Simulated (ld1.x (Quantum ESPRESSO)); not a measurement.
**P (Z = 15): one change to an RRKJ potential, before and after**

phosphorus, norm-conserving RRKJ (Kleinman–Bylander form), made with ld1.x (Quantum ESPRESSO) 7.5 (Wu–Cohen, non-relativistic). Core [Ne], reference 3s2 3p3. Waves: 3s (bound): rc 1.75 bohr; 3p (bound): rc 1.40 bohr. Local part: all-electron potential smoothed inside 1.05 bohr (lloc = -2). Core correction: a·sin(br)/r model core, default radius (core density twice the valence density). rho0 = 0.001.

All-electron outer shells of the reference configuration (Wu–Cohen, non-relativistic, ld1.x):

```tsv
shell	level (eV)	outermost node (bohr)	outermost maximum (bohr)
2p	-124.50	–	0.36
3s	-13.85	0.66	1.58
3p	-5.49	0.64	1.83
```

Change: all radii but the core radius scaled by about 1.29 (s 2.26, p 1.80 bohr); local potential all-electron potential smoothed inside 1.36 bohr (lloc = -2).

Cutoffs: the cutoffs (Ry, on a coarse ladder) from which the occupation-weighted sum of valence levels, in a spherical-Bessel basis at the reference potential, stays within 10 and 1 mRy of its value at 400 Ry; they do not see the model core or the augmentation charge, which bear on the density cutoff. Errors are all-electron minus pseudo energies relative to the spin-unpolarised reference configuration.

**Question.** What does the change do?

**Answer.** The potential gets neither clearly harder nor softer (21 Ry and 50 Ry → 25 Ry and 35 Ry); the s channel sets the loose cutoff, while the largest relative change is in p, which becomes harder; of the 7 tests that both files solve, the error grows in 1 and shrinks in 3 by more than 15 % and 0.3 meV (median size 12.7 → 3.5 meV); neither file shows a bound ghost.

```tsv
quantity	base	changed
cutoff, loose	21 Ry	25 Ry
cutoff, tight	50 Ry	35 Ry
loose cutoff by channel (10 mRy a level)	s 18 Ry, p 8 Ry	s 18 Ry, p 10 Ry
bound ghosts	none	none
error for 3s2 3p2, meV [ΔE 9.72 eV]	+3.9	+3.5
error for 3s2 3p1, meV [ΔE 28.87 eV]	+23	+25
error for 3s2 3p0, meV [ΔE 58.64 eV]	+65	+91
error for 3s2 3p3.3, meV [ΔE -1.30 eV]	+0.1	+0.1
error for 3s0 3p5, meV [ΔE 17.00 eV]	+15	-1.4
error for 3s1 3p3, meV [ΔE 18.73 eV]	+13	+7.1
error for 3s1 3p4, meV [ΔE 8.43 eV]	+3.6	-0.2
```
